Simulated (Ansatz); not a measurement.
Computed with Ansatz on PBE0-D4/def2-TZVP structures; ΔE is electronic, products minus reactants. CCSD(T)/CBS adds triple-zeta CCSD(T) − MP2 to the extrapolated MP2 energy (def2 sets, frozen cores). This one scheme is used for every species. DFT in def2-TZVPP. B3LYP here is the variant with VWN-RPA as its local correlation; programs differ in this. def2 core potentials past Kr. For Sn outer-core shells are correlated without core-valence functions, which leaves a few kJ/mol of doubt a bond.

Reaction (silylene formation by 1,1-elimination): `O=[C]([SiH3])[SnH3]` → `O=[CH][SnH3]` + `[SiH2]`

```csv
level,ΔE (kJ/mol),difference from CCSD(T)/CBS
PBE-D4,233.7,10.4
r2SCAN-D4,246.1,22.8
PBE0-D4,235.4,12.1
B2PLYP,218.5,-4.8
PBE,225.1,1.8
r2SCAN,243.9,20.6
PBE0,227.8,4.5
B3LYP,208.7,-14.6
MP2/def2-TZVPP,233.7,10.4
HF/CBS(def2),194.8,-28.5
CCSD(T)/CBS,223.3,0
```

Largest T1 diagnostic among the species: 0.016.

In def2-TZVPP, CCSD(T) changes the Hartree–Fock value by +21.5 kJ/mol (the triples alone add +7.1 kJ/mol) and MP2 by +40.1 kJ/mol. The D4 term adds +13.9 kJ/mol with B3LYP and +7.6 kJ/mol with PBE0; it sums over pairs of atoms, weighted by their polarisabilities, and B3LYP, whose exchange is more repulsive, gets the larger term.
